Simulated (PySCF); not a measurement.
## Mo²⁺ (molybdenum, charge +2): UHF calculation

Configuration: [Kr] 4d4, high-spin 5D determinant. Calculation: PySCF 2.14, in def2-TZVPPD with the def2 core potential (28 electrons) (6s4p3d2f1g, 56 functions); scalar relativity through the core potential.

* Total energy: -66.781006 hartree
* One-electron energy: -107.3895 hartree
* Hartree (Coulomb) energy: 47.5660 hartree
* Exchange energy: -6.9575 hartree
* ⟨S²⟩: 6.0028
* ⟨L²⟩: 6.029
* Sum of ⟨r⟩: 16.65 bohr
* Sum of ⟨r²⟩: 27.05 bohr²
* Traceless quadrupole moment −½Σ⟨3z² − r²⟩ along its main axis: -0.955 e·bohr²

| shell | electrons | mean orbital energy (eV) | spread (eV) | rms radius, mean of both spins (bohr) |
| --- | --- | --- | --- | --- |
| 4s α | 1 | -101.75 | 0 | 1.19 |
| 4s β | 1 | -95.963 | 0 | 1.19 |
| 4p α | 3 | -71.222 | 1.001 | 1.32 |
| 4p β | 3 | -63.532 | 1.507 | 1.32 |
| 4d α | 4 | -27.553 | 1.306 | 1.85 |

Energies and moments cover only the electrons outside the core potential.
